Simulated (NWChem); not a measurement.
Everything below was run with NWChem. System: H3Sb, charge 1, spin multiplicity 2, at the geometry of a parent with another charge or spin, in a state set for the comparison that need not be this species' ground state. Its SCF solution wasn't tested for a lower state. Level: UMP2/def2-SVPD with def2 effective core potentials on Sb, 4 core orbitals frozen.

The NWChem input:

```
start mol
memory heap 200 mb stack 900 mb global 1100 mb
charge 1
geometry units angstroms nocenter noautoz
  Sb     0.000552     0.054131     0.000000
  H     -0.720255    -0.912955     1.231318
  H     -0.720255    -0.912955    -1.231318
  H      1.412339    -0.934769     0.000000
  symmetry group Cs
end
basis spherical
  * library def2-svpd
end
ecp
  Sb library def2-ecp
end
scf
  uhf
  nopen 1
  maxiter 100
  thresh 1e-7
  semidirect memsize 60000000 filesize 0
  # guess.movecs holds the orbitals of an unrestricted PBE0 run
  vectors input guess.movecs output mol.movecs
end
mp2
  freeze core 4
end
task mp2 energy
```

Part of the output:

```
             Northwest Computational Chemistry Package (NWChem) 7.3.0
             --------------------------------------------------------

                                NWChem Input Module
                                -------------------

 Scaling coordinates for geometry "geometry" by  1.889725989
 (inverse scale =  0.529177249)

 Turning off AUTOSYM since
 SYMMETRY directive was detected!

                             Geometry "geometry" -> ""
                             -------------------------

 Output coordinates in angstroms (scale by  1.889725989 to convert to a.u.)

  No.       Tag          Charge          X              Y              Z
 ---- ---------------- ---------- -------------- -------------- --------------
    1 Sb                  51.0000     0.00055200     0.05413100     0.00000000
    2 H                    1.0000    -0.72025500    -0.91295500     1.23131800
    3 H                    1.0000    -0.72025500    -0.91295500    -1.23131800
    4 H                    1.0000     1.41233900    -0.93476900     0.00000000

 Effective nuclear repulsion energy (a.u.)      47.6169136943

            Nuclear Dipole moment (a.u.)
            ----------------------------
        X                 Y               Z
 ---------------- ---------------- ----------------
    -0.0000359048     0.0000037795     0.0000000000

      Symmetry information
      --------------------

 Group name             Cs
 Group number              2
 Group order               2
 No. of unique centers     3

      Symmetry unique atoms

     1    2    4


 Summary of "ao basis" -> "" (spherical)
 ------------------------------------------------------------------------------
       Tag                 Description            Shells   Functions and Types
 ---------------- ------------------------------  ------  ---------------------
 *                         def2-svpd                  on all atoms

 Summary of "ao basis" -> "ao basis" (spherical)
 ------------------------------------------------------------------------------
       Tag                 Description            Shells   Functions and Types
 ---------------- ------------------------------  ------  ---------------------
 Sb                        def2-svpd                12       32   5s4p3d
 H                         def2-svpd                 4        8   2s2p

                                 NWChem SCF Module
                                 -----------------

  ao basis        = "ao basis"
  functions       =    56
  atoms           =     4
  alpha electrons =    13
  beta  electrons =    12
  charge          =   1.00
  wavefunction    = UHF
  use symmetry    = T
  symmetry adapt  = T

 Summary of "ao basis" -> "ao basis" (spherical)
 ------------------------------------------------------------------------------
       Tag                 Description            Shells   Functions and Types
 ---------------- ------------------------------  ------  ---------------------
 Sb                        def2-svpd                12       32   5s4p3d
 H                         def2-svpd                 4        8   2s2p

      Symmetry analysis of basis
      --------------------------

        a'         36
        a"         20

 Forming initial guess at       0.0s

   Symmetry analysis of molecular orbitals - initial alpha
   -------------------------------------------------------

  Numbering of irreducible representations:

     1 a'          2 a"

  Orbital symmetries:

     1 a'          2 a'          3 a"          4 a'          5 a'
[...]
 -----------   ------   -------------------------------------------------------
    1 Sb  23    11.35   1.05 -0.04  0.61  0.25 -0.02  1.47  1.54  1.03  0.40  4.90  0.16  0.00
    2 H    1     0.55   0.34  0.20  0.01 -0.00
    3 H    1     0.55   0.34  0.20  0.01 -0.00
    4 H    1     0.55   0.34  0.20  0.01 -0.00

   Mulliken analysis of the beta density
   -------------------------------------

    Atom       Charge   Shell Charges
 -----------   ------   -------------------------------------------------------
    1 Sb  23    10.69   1.05 -0.04  0.51  0.15 -0.01  1.49  1.52  0.64  0.30  4.92  0.15  0.01
    2 H    1     0.44   0.28  0.15  0.01  0.00
    3 H    1     0.44   0.28  0.15  0.01  0.00
    4 H    1     0.44   0.28  0.15  0.01  0.00

   Mulliken analysis of the spin density
   -------------------------------------

    Atom       Charge   Shell Charges
 -----------   ------   -------------------------------------------------------
    1 Sb  23     0.66   0.00  0.00  0.10  0.10 -0.01 -0.02  0.02  0.38  0.09 -0.01  0.00 -0.01
    2 H    1     0.11   0.06  0.05  0.00 -0.00
    3 H    1     0.11   0.06  0.05  0.00 -0.00
    4 H    1     0.11   0.06  0.05  0.00 -0.00

       Multipole analysis of the density wrt the origin
       ------------------------------------------------

     L   x y z        total         alpha         beta         nuclear
     -   - - -        -----         -----         ----         -------
     0   0 0 0      1.000000    -13.000000    -12.000000     26.000000

     1   1 0 0      0.001520      0.012195      0.018568     -0.029244
     1   0 1 0      0.149601      1.195657      1.818137     -2.864193
     1   0 0 1      0.000000     -0.000000      0.000000      0.000000

     2   2 0 0    -17.012363    -14.860600    -12.980098     10.828335
     2   1 1 0      0.009158     -0.003602      0.028483     -0.015722
     2   1 0 1     -0.000000     -0.000000     -0.000000      0.000000
     2   0 2 0    -16.111634    -15.224824    -10.200718      9.313909
     2   0 1 1      0.000000      0.000000      0.000000      0.000000
     2   0 0 2    -17.012443    -14.860549    -12.980390     10.828496

                   NWChem MP2 Semi-direct Energy/Gradient Module
                   ---------------------------------------------

  Basis functions       =     56
  Molecular orbitals    =     56
  Frozen core           =      4
  Frozen virtuals       =      0
  Active alpha occupied =      9
  Active beta occupied  =      8
  Active alpha virtual  =     43
  Active beta virtual   =     44
  Use MO symmetry       = T
  Use skeleton AO sym   = T

  AO/Fock/Back tols     =   1.0D-09  1.0D-09  1.0D-09

 GA uses MA = F    GA memory limited = T

 Available:
  local mem=  1.26D+08
 global mem=  1.44D+08
 local disk=  0.00D+00
  mp2_memr nvloc                    43
  nvloc new                    43
   1 passes of   9:        3145728                      16265                   2105450.
   1 passes of   9: M    126149880           G      144172928           F     123004152.

 Semi-direct pass number   1 of   1  for UHF alpha       at        0.4s
  vrange nnbf                  1596
  mp2_eaftype                    10  avail_ma_in_mb                  1099
 EAF : mp2_eaftype filesize          10    1052725.
  mp2_eaf for mointskh                     10
Node 0 wrote      4.9 Mb in      0.0 s     Agg I/O rate:  2331.7 Mb/s
 Done moints_semi at        0.8s
  mp2_eaftype                    10  avail_ma_in_mb                  1089
 EAF : mp2_eaftype filesize          10    1052725.
  mp2_eaf for kh                    10
 Done maket at        0.8s
 Done multipass loop at        0.8s

 GA uses MA = F    GA memory limited = T

 Available:
  local mem=  1.26D+08
 global mem=  1.44D+08
 local disk=  0.00D+00
  mp2_memr nvloc                    44
  nvloc new                    44
   1 passes of   8:        3145728                      15373                   1915526.
   1 passes of   8: M    126149880           G      144172928           F     123004152.

 Semi-direct pass number   1 of   1  for UHF beta        at        0.8s
  vrange nnbf                  1596
  mp2_eaftype                    10  avail_ma_in_mb                  1099
 EAF : mp2_eaftype filesize          10     957763.
  mp2_eaf for mointskh                     10
Node 0 wrote      4.5 Mb in      0.0 s     Agg I/O rate:  2257.1 Mb/s
 Done moints_semi at        1.2s
  mp2_eaftype                    10  avail_ma_in_mb                  1089
 EAF : mp2_eaftype filesize          10     957763.
  mp2_eaf for kh                    10
 Done maket at        1.3s
 Done multipass loop at        1.3s

          -------------------------------------------
          SCF energy                -240.637780353537
          Correlation energy          -0.117577850349
          Singlet pairs                0.000000000000
          Triplet pairs                0.000000000000
          Total MP2 energy          -240.755358203886
          -------------------------------------------

          ---------------------------------------------------
                    Spin Component Scaled (SCS) MP2
          Same spin pairs                     -0.021565055225
          Same spin scaling factor             0.333333333333
          Opposite spin pairs                 -0.096012795124
          Opposite spin scaling fact.          1.200000000000
          SCS-MP2 correlation energy          -0.122403705891
          Total SCS-MP2 energy              -240.760184059427
          ---------------------------------------------------

 -----------------------
 Performance information
 -----------------------

 Timer overhead =  9.58D-08 seconds/call

               Nr. of calls         CPU time (s)                 Wall time (s)                GFlops
             ---------------    -------------------     ------------------------------   -------------------
Name         Min   Avg   Max    Min     Avg     Max     Min     Avg     Max   Mx/calls   Min     Max     Sum
mp2: moin     2     2     2   0.85    0.85    0.85     0.85    0.85    0.85    0.43      0.0     0.0     0.0
mp2: make     2     2     2   4.34E-2 4.34E-2 4.34E-2  4.34E-2 4.34E-2 4.34E-2 2.17E-2   0.0     0.0     0.0
mp2: tota     1     1     1   0.92    0.92    0.92     0.92    0.92    0.92    0.92      0.0     0.0     0.0

 The average no. of pstat calls per process was 5.00D+00
 with a timing overhead of 4.79D-07s

 Task  times  cpu:        1.2s     wall:        1.2s

 Total times  cpu:        1.3s     wall:        1.3s
```
